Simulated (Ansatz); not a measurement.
Abridged output of a molecular run in Ansatz:

```
Functional definition: HF
1674 factors; integrals over basis functions are off by at most 1.0e-3 eV
mean field evaluation 1: about -20852.9940 eV, gradient 5.6e1 eV
mean field evaluation 2: about -20853.2694 eV, gradient 5.6e1 eV
mean field evaluation 4: about -20859.3714 eV, gradient 4.3e0 eV
mean field evaluation 8: about -20859.4457 eV, gradient 2.7e-1 eV
mean field evaluation 16: about -20859.4460 eV, gradient 2.7e-6 eV
mean field -20859.44599854 eV, -766.5705014059 hartree, gradient 2.7e-6 eV, S^2 0.000000; 0 other end points of the search recorded, 0 dependent functions left out
13 core orbitals not correlated: weight in the atoms' cores, before any rotation towards them, 1.000 or more for the frozen orbitals, at most 0.000 for the correlated occupied ones
reference -20859.44599854 eV, -766.5705014059 hartree; 16, 16 occupied and 260, 260 virtual orbitals, 1674 factors
second order -24.79276059 eV of doubles, -0.00000000 eV of singles
cycle   1  -25.33726643 eV  change   -5.4e-1 eV  update   1.0e-1
cycle   2  -25.93697562 eV  change   -6.0e-1 eV  update   2.9e-2
cycle   3  -26.05892209 eV  change   -1.2e-1 eV  update   1.4e-2
cycle   4  -26.04639231 eV  change    1.3e-2 eV  update   3.1e-3
cycle   5  -26.04598673 eV  change    4.1e-4 eV  update   1.4e-3
cycle   6  -26.04645443 eV  change   -4.7e-4 eV  update   3.9e-4
cycle   7  -26.04621885 eV  change    2.4e-4 eV  update   1.4e-4
cycle   8  -26.04617434 eV  change    4.5e-5 eV  update   4.2e-5
cycle   9  -26.04618400 eV  change   -9.7e-6 eV  update   1.6e-5
perturbative correction -0.92157905 eV, -0.0338674052 hartree
Total energy: -20886.41376158 eV, -767.5615484185 hartree
```

Its atoms:

Cartesian coordinates in Å:
```
N -0.9757 1.5187 -0.0910
Si 0.3514 0.7295 0.6414
N -0.2652 -0.0362 2.0298
O 0.9907 -0.2275 -0.5306
Si 0.5197 -1.3770 -1.5913
H -0.9114 1.8536 -1.0382
H -1.5903 2.0918 0.4631
H 1.4930 1.5533 1.1060
H 0.3389 -0.2985 2.7903
H -1.0994 -0.5989 1.9968
H -0.4570 -2.3118 -0.9692
H 1.7182 -2.1397 -2.0204
H -0.1129 -0.7573 -2.7868
```

Question: Which basis set was used?
A. def2-SVP
B. cc-pV(Q+d)Z
C. def2-TZVPP
D. def2-TZVPPD

Answer: C. It gives 289 functions.

Question: Write the keys of the input that set method, charge and spin (a neutral closed shell needs none for the last two).

Answer: 
```yaml
correlation: {method: ccsd_t}
```
